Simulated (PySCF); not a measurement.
Compound: C8H12BN.
Cartesian coordinates in Å at the PBE0-D3(BJ)/def2-SVP level; atoms count from 1:
```
atom  x, y, z in Å
B1     3.906   -0.493   -0.423
C2     2.402   -0.302   -0.264
C3     1.498   -1.387   -0.328
C4     0.133   -1.230   -0.179
C5    -0.425    0.055    0.047
N6    -1.772    0.225    0.194
C7    -2.315    1.539    0.425
C8    -2.656   -0.911    0.122
C9     0.466    1.156    0.116
C10    1.827    0.969   -0.036
H11    4.657    0.456   -0.356
H12    4.368   -1.597   -0.618
H13    1.895   -2.391   -0.502
H14   -0.512   -2.105   -0.237
H15   -3.407    1.472    0.501
H16   -1.938    1.985    1.362
H17   -2.077    2.235   -0.398
H18   -3.691   -0.573    0.249
H19   -2.444   -1.653    0.912
H20   -2.588   -1.427   -0.851
H21    0.084    2.161    0.290
H22    2.487    1.839    0.023
```

Jobs on this species (22 atoms, 72 electrons) with PySCF (density fitting). Hardware of each: an Intel Xeon at 2.50 GHz with one thread, no GPU, on a shared host. Other jobs ran on the host; a repeat could differ by tens of per cent or more. Peak memory is the resident size of the whole Python process, interpreter and libraries included.

```
                    level and settings                                                             work  basis functions  SCF cycles  wall time  peak memory
PBE0/pcSseg-1, IEF-PCM tetrahydrofuran                               shieldings, ring-centre shieldings              230           ?          ?            ?
    PBE0-D3(BJ)/def2-SVP, grid level 1     geometry optimisation from a GFN2-xTB start shaken at random              200          88     14 min     0.87 GiB
     PBE0/pcSseg-1, IEF-PCM chloroform  shieldings, ring-centre shieldings, charges and field gradients              230          14    3.2 min      1.2 GiB
```

Fill in the missing figures.

- PBE0/pcSseg-1, IEF-PCM tetrahydrofuran; shieldings, ring-centre shieldings: 2.7 min, 1.2 GiB, 14 SCF cycles

What do all jobs in the table cost together?

About 20 min; the longest takes about 70 % of that, and about 5.2 times as long as the shortest.
